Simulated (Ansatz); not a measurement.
Reaction (redistribution): `[SiH3][SiH2][GeH2][GeH2][SiH2][GeH3]` + `BN[SiH3]` → `BN[SiH2][SiH3]` + `[SiH3][GeH2][GeH2][SiH2][GeH3]`

Program: Ansatz. Geometries: PBE0-D4/def2-TZVP. ΔE: electronic, gas phase. CCSD(T)/CBS adds triple-zeta CCSD(T) − MP2 to the extrapolated MP2 energy (def2 sets, frozen cores). For Ge outer-core shells are correlated without core-valence functions, which leaves a few kJ/mol of doubt a bond. Scalar relativity is left out up to krypton. One conformer a species, not always the lowest.

`[SiH3][SiH2][GeH2][GeH2][SiH2][GeH3]`:

Cartesian coordinates in Å:
```
Si -0.002 -1.442 2.307
Si -0.835 0.743 2.269
Ge -1.730 1.339 0.142
Ge 0.028 1.973 -1.407
Si 1.703 0.286 -1.481
Ge 0.685 -1.814 -1.947
H 1.148 -1.587 1.376
H -1.068 -2.395 1.899
H 0.456 -1.793 3.679
H -1.900 0.859 3.304
H 0.251 1.701 2.619
H -2.514 0.149 -0.443
H -2.715 2.514 0.300
H 0.632 3.316 -0.953
H -0.575 2.173 -2.810
H 2.722 0.594 -2.522
H 2.388 0.234 -0.160
H 0.198 -1.843 -3.405
H 1.663 -2.981 -1.731
H -0.535 -2.027 -1.034
```

`BN[SiH3]`:

```xyz
9

B     0.073   -0.056   -1.556
N     0.492    0.329   -0.278
Si   -0.259   -0.098    1.238
H    -0.897   -0.750   -1.664
H     0.688    0.312   -2.516
H     1.315    0.915   -0.229
H     0.701   -0.833    2.103
H    -1.432   -0.946    0.933
H    -0.681    1.126    1.969
```

`BN[SiH2][SiH3]`:

Z-matrix (Å, degrees):
```
Si
N 1 1.751
Si 1 2.344 2 111.0
H 1 1.490 2 109.6 3 120.2
H 1 1.483 2 107.1 3 -121.4
B 2 1.399 1 126.8 3 114.5
H 2 1.011 1 116.5 3 -63.9
H 3 1.488 1 110.6 2 -63.2
H 3 1.488 1 110.5 2 176.0
H 3 1.490 1 109.9 2 56.4
H 6 1.198 2 119.0 1 1.3
H 6 1.198 2 119.6 1 -178.7
```

`[SiH3][GeH2][GeH2][SiH2][GeH3]`:

```xyz
17

Si    2.479   -0.161    1.033
Ge    0.651   -1.679    0.925
Ge   -1.435   -0.469    1.211
Si   -1.415    1.423   -0.232
Ge   -0.840    0.732   -2.434
H     2.481    0.523    2.354
H     3.778   -0.860    0.849
H     2.329    0.866   -0.032
H     0.789   -2.771    2.003
H     0.633   -2.372   -0.451
H    -2.624   -1.386    0.865
H    -1.580   -0.032    2.681
H    -2.737    2.107   -0.241
H    -0.392    2.387    0.259
H    -0.813    1.919   -3.412
H    -1.856   -0.302   -2.949
H     0.551    0.074   -2.428
```

| species | SCS-MP2/def2-QZVPP energy (Eh) |
| --- | --- |
| `[SiH3][SiH2][GeH2][GeH2][SiH2][GeH3]` | -7103.12868 |
| `BN[SiH3]` | -372.16403 |
| `BN[SiH2][SiH3]` | -662.41711 |
| `[SiH3][GeH2][GeH2][SiH2][GeH3]` | -6812.87025 |

(1) Work out ΔE.

Largest T1 diagnostic among the species: 0.013.

Results:

(1) ΔE = (-662.41711) + (-6812.87025) − (-7103.12868) − (-372.16403) = 0.00535 Eh = +3.4 kcal/mol. CCSD(T)/CBS gives +3.5 kcal/mol.

From BLYP to BHLYP (50 % exact exchange), in def2-TZVPP and without D4, ΔE moves by +1.0 kcal/mol. The D4 term adds +1.9 kcal/mol with B3LYP and +1.2 kcal/mol with PBE0; it sums over pairs of atoms, weighted by their polarisabilities, and B3LYP, whose exchange is more repulsive, gets the larger term. In def2-TZVPP, CCSD(T) changes the Hartree–Fock value by +2.0 kcal/mol (the triples alone add +0.4 kcal/mol) and MP2 by +2.5 kcal/mol.

B3LYP here is the variant with VWN-RPA as its local correlation; programs differ in this.
